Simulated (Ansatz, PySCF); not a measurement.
ScF₂, SMILES [Sc+]([F])[F], charge +1. Atoms are numbered in the order given.

```xyz
3

Sc     0.0000     0.0000     0.4916
F      0.0000    -1.4755    -0.4612
F      0.0000     1.4755    -0.4612
```
Charge +1, spin multiplicity 1.

The structure is a stationary point at PBE0-D3(BJ)/def2-TZVP. The multiplicity is an assumed one; other spin states were not compared. The isomer is the one that the SMILES or the coordinates give; other isomers of the formula were not compared.

Two levels are set side by side: PBE-D3(BJ)/def2-TZVP (Ansatz, a quantum-chemistry and plane-wave program) and PBE0-D3(BJ)/def2-TZVP (Ansatz). Each level has its own optimised geometry; the coordinates shown are those of the second. Frequencies come from the Hessian of PySCF at each geometry. Differences are taken from unrounded values.

```
quantity                            PBE0-D3(BJ)  PBE-D3(BJ)  PBE-D3(BJ) minus PBE0-D3(BJ)
----------------------------------  -----------  ----------  ----------------------------
mean bond length (Å)                      1.756       1.769                         0.013
bond Sc1–F2 (Å)                           1.756       1.769                         0.013
bond Sc1–F3 (Å)                           1.756       1.769                         0.013
highest harmonic wavenumber (cm⁻¹)          824         792                           -32
mean harmonic wavenumber (cm⁻¹)             600         581                           -19
zero-point energy (kcal/mol)               2.58        2.49                         -0.08
```

GGA bonds tend to be longer and softer than those of functionals with exact exchange. Differences between two approximate levels are no errors against the true value.
